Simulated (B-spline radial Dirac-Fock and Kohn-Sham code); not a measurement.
Z = 69 (thulium), transition energy 708 keV. The computed values come from a radial finite-basis atomic code: a Dirac-Hartree-Slater potential of the neutral atom with a Latter tail (no hole, which puts coefficients of high multipoles low close above an edge), finite nucleus with surface currents. Subshells that would emit electrons below 1 keV are left out.

Question: A pure transition shows α(K) = 0.0140, L1/L2 = 1.63 and L1/L3 = 5.61. What is its multipolarity?
A. E1
B. M2
C. E3
D. M4
E. M3
F. E4
G. E2
H. M1

Answer: C. For comparison, α(K), L1/L2, L1/L3 are E1 0.00238, 15.6, 16.3; E2 0.00608, 4.00, 8.83; E4 0.0308, 0.930, 3.90; M1 0.0132, 15.2, 107; M2 0.0357, 10.1, 49.0; M3 0.0793, 7.06, 15.2; M4 0.170, 5.27, 6.64.
